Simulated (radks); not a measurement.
Values are calculated unless marked as measured or tabulated.
Spherical quantum dot in the effective-mass picture: electrons in a parabolic well V = omega^2 r^2 / 2 with omega = 2.02, all in effective atomic units (hartree* = m*/eps^2 hartree, bohr* = eps/m* bohr), one dielectric constant everywhere. Level of theory: non-relativistic Kohn-Sham, LDA (Slater exchange, Perdew-Wang correlation), spin-polarised, spherical densities (a radial shooting solver with Libxc functionals). Levels are named by radial order and angular momentum (1s, 1p, 1d, 2s, ...), and open shells are averaged over m. Results are scaled to m* = 0.33 and eps = 11.4, for which hartree* = 69.1 meV and bohr* = 1.828 nm. Each electron was tried in the lowest free levels, single moves between levels near the top were tried too, and the lowest total energy was kept; such a search can miss a lower state. At N = 1 the Hartree and exchange-correlation terms need not cancel, so that row can carry a self-interaction error.

N        open shells  2S  mu = E(N) - E(N-1) (meV)  addition energy mu(N+1) - mu(N) (meV)  e(HOMO) (meV)
1   1s(up 1, down 0)   1                    213.03                                  71.82         240.60
2               none   0                    284.85                                  176.6         312.14
3   1p(up 1, down 0)   1                    461.41                                  47.27         484.80
4   1p(up 2, down 0)   2                    508.68                                  47.94         532.65
5   1p(up 3, down 0)   3                    556.62                                  60.71         580.55
6   1p(up 3, down 1)   2                    617.33                                  44.27         639.31
7   1p(up 3, down 2)   1                    661.61                                  44.74         683.97
8               none   0                    706.35                                  148.6         728.69
9   1d(up 1, down 0)   1                    854.99                                  39.07         874.52
10  1d(up 2, down 0)   2                    894.06                                  39.00         913.58
11  1d(up 3, down 0)   3                    933.06                                  38.80         952.50
12  1d(up 4, down 0)   4                    971.86                                  38.55         991.18
13  1d(up 5, down 0)   5                    1010.4                                  48.69         1029.6
14  1d(up 5, down 1)   4                    1059.1                                  36.73         1077.5
15  1d(up 5, down 2)   3                    1095.8                                  36.68         1114.2
16  1d(up 5, down 3)   2                    1132.5                                  36.53         1150.8
17  1d(up 5, down 4)   1                    1169.0                                  36.33         1187.2
18              none   0                    1205.4                                  47.61         1223.5
19  2s(up 1, down 0)   1                    1253.0                                  40.82         1271.5
20              none   0                    1293.8                                  109.4         1312.2
21  1f(up 1, down 0)   1                    1403.2                                  32.80         1419.7
22  1f(up 2, down 0)   2                    1436.0                                  32.66         1452.4
23  1f(up 3, down 0)   3                    1468.7                                  32.51         1485.0
24  1f(up 4, down 0)   4                    1501.2                                  32.35         1517.4
25  1f(up 5, down 0)   5                    1533.6                                  32.18         1549.7
26  1f(up 6, down 0)   6                    1565.7                                  32.01         1581.8
27  1f(up 7, down 0)   7                    1597.8                                  40.01         1613.7
28  1f(up 7, down 1)   6                    1637.8                                  31.14         1653.3
29  1f(up 7, down 2)   5                    1668.9                                  31.03         1684.4
30  1f(up 7, down 3)   4                    1699.9                                  30.91         1715.4
31  1f(up 7, down 4)   3                    1730.8                                  30.78         1746.2
32  1f(up 7, down 5)   2                    1761.6                                  30.64         1777.0
33  1f(up 7, down 6)   1                    1792.2                                  30.50         1807.5
34              none   0                    1822.7                                  47.18         1837.9
35  2p(up 1, down 0)   1                    1869.9                                  30.79         1885.3
36  2p(up 2, down 0)   2                    1900.7                                  30.71         1916.1
37  2p(up 3, down 0)   3                    1931.4                                  34.81         1946.8
38  2p(up 3, down 1)   2                    1966.2                                  30.20         1981.4
39  2p(up 3, down 2)   1                    1996.4                                  30.13         2011.5
40              none   0                    2026.6                                  82.85         2041.6
41  1g(up 1, down 0)   1                    2109.4                                  27.98         2123.4
42  1g(up 2, down 0)   2                    2137.4                                      -         2151.4

All shells are closed at N = 2, 8, 18, 20, 34, 40 (there: 1s2 1p6 1d10 2s2 1f14 2p6); the second difference of the energy has clear peaks (12 % above both neighbours; the first and last values, which can be the largest, are not judged, and half-filled shells can peak too) at N = 2, 5, 8, 13, 18, 20, 27, 34, 37, 40.
